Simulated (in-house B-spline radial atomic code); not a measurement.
Inner levels of magnesium as electrons are removed. A shift is the extra binding of the orbital against the neutral atom ([Ne] 3s2). Computed with a radial B-spline atomic code at the basis-set limit: non-relativistic Hartree-Fock, average of the configuration, point nuclei.

```csv
ion,configuration,shift of 1s (eV),radius of 1s (bohr),Σ<r²> (bohr²),change of density at nucleus (bohr⁻³)
Mg,[Ne] 3s2,0,0.13059,29.612,-
Mg+,[Ne] 3s1,?,?,?,?
Mg2+,[He] 2s2 2p6,20.054,0.1306,4.7185,-2.493
Mg3+,[He] 2s2 2p5,56.984,0.13049,3.6751,2.3883
Mg4+,[He] 2s2 2p4,98.737,0.13035,2.8536,8.082
Mg5+,[He] 2s2 2p3,145.19,0.13016,2.1911,14.585
Mg6+,[He] 2s2 2p2,196.24,0.12991,1.6476,21.903
Mg7+,[He] 2s2 2p1,251.8,0.12962,1.1958,30.05
Mg8+,[He] 2s2,?,?,?,?
Mg9+,[He] 2s1,367.28,0.12924,0.40944,-4.315
Mg10+,1s2,?,?,?,?
Mg11+,1s1,625,0.125,0.020833,-543.68
```

Q: Fill in the row of Mg+.

A: shift of 1s (eV): 8.8336; radius of 1s (bohr): 0.1306; Σ<r²> (bohr²): 14.007; change of density at nucleus (bohr⁻³): -0.7766.

Q: Fill in the row of Mg8+.

A: shift of 1s (eV): 311.8; radius of 1s (bohr): 0.12927; Σ<r²> (bohr²): 0.81659; change of density at nucleus (bohr⁻³): 39.038.

Q: Fill in the row of Mg10+.

A: shift of 1s (eV): 425.45; radius of 1s (bohr): 0.12904; Σ<r²> (bohr²): 0.044588; change of density at nucleus (bohr⁻³): -53.584.
